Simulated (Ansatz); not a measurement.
A nudged elastic band was laid between two geometries of C2H10SSi2 (15 atoms, charge 0, multiplicity 1).

These are results of RKS revPBE-D4/STO-3G in Ansatz, not measurements.

```
movable images  : 7
climbing image  : yes
spring          : 5.0 eV/Å²
optimiser       : quadratic models (default)
start path      : through a guess of the saddle point
force threshold : 0.05 eV/Å
iteration limit : 60
end points      : relaxed
```

Initial state:

```xyz
15
Properties=species:S:1:pos:R:3
C -1.514 0.740 2.052
S 0.276 0.821 1.658
Si 0.128 0.242 -0.403
C -0.477 -1.546 -0.572
Si 2.142 0.504 -1.396
H -1.652 1.070 3.101
H -1.927 -0.288 1.967
H -2.124 1.406 1.404
H -0.874 1.084 -1.060
H -0.574 -1.828 -1.637
H 0.221 -2.259 -0.098
H -1.467 -1.683 -0.101
H 2.586 1.891 -1.333
H 3.157 -0.320 -0.752
H 2.079 0.117 -2.800
```

Final state:

```xyz
15
Properties=species:S:1:pos:R:3
C -1.633 0.786 1.888
S 0.090 0.739 1.207
Si -0.424 0.224 -1.091
C -0.362 -1.678 -0.674
Si 1.852 0.382 -1.545
H -1.662 1.367 2.831
H -1.933 -0.259 2.091
H -2.328 1.224 1.143
H 0.187 2.106 1.056
H -0.299 -2.254 -1.617
H 0.491 -2.007 -0.050
H -1.286 -2.021 -0.167
H 2.375 1.733 -1.334
H 2.752 -0.475 -0.769
H 2.159 0.084 -2.942
```

Problem. Which bonds break or form, and what moves?

Solution. Bonds broken: Si3–H9. Bonds formed: S2–H9.

Problem. Give the energies along the band, and the barrier.

Solution. The forces met the threshold. The highest image is number 5 of 0 to 8, 303.9 kJ/mol above the first end and 48.1 kJ/mol above the last; the last end lies 255.8 kJ/mol above the first. Neighbouring images differ by up to 1.8 eV, so the band resolves the path poorly. A vibrational analysis at the climbing image gives one clearly imaginary mode, 665i cm⁻¹: a first-order saddle point. The orbitals stay closed-shell, which can raise the energy where a bond breaks towards radicals; this wasn't checked here. Limits of this set-up: minimal basis.

```csv
image,path coordinate (Å),energy (kJ/mol),Si3–H9 (Å),S2–H9 (Å)
0,0.00,0.0,1.46,2.96
1,0.65,0.9,1.47,2.97
2,1.30,6.7,1.47,2.93
3,1.96,59.5,1.46,2.63
4,2.61,234.8,1.52,2.04
5,3.26,303.9,1.94,1.46
6,4.04,262.7,2.74,1.37
7,4.81,256.5,2.92,1.38
8,5.59,255.8,2.92,1.38
```

Problem. What is the geometry of the highest image?

Solution. 
```xyz
15
Properties=species:S:1:pos:R:3
C -1.436 0.570 1.968
S 0.181 1.126 1.283
Si -0.277 0.456 -1.066
C -0.543 -1.414 -0.653
Si 1.989 0.365 -1.481
H -1.792 1.266 2.754
H -1.318 -0.438 2.411
H -2.195 0.514 1.161
H -0.472 1.886 0.225
H -0.491 -1.999 -1.592
H 0.221 -1.834 0.029
H -1.535 -1.618 -0.208
H 2.642 1.657 -1.282
H 2.735 -0.583 -0.655
H 2.271 -0.005 -2.865
```

The run took 2.6 min on 1 thread of Intel(R) Xeon(R) 6975P-C (Granite Rapids) (shared host), peak memory 0.12 GiB.
